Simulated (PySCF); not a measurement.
A structure optimised at PBE-D3(BJ)/def2-SVPD, used in a PySCF frequency run:

```xyz
4

In     0.0000     0.0000    -0.6660
I      2.3889     1.3793     0.2052
I     -2.3889     1.3793     0.2052
I      0.0000    -2.7585     0.2052
```
Charge -1, spin multiplicity 2.

Question: Write its SMILES, formula and point group.

Answer: [I][In-]([I])[I], I3In, Cs

Question: What are its rotational constants (standard atomic weights)?

Answer: 0.33348, 0.33348, 0.17445 GHz
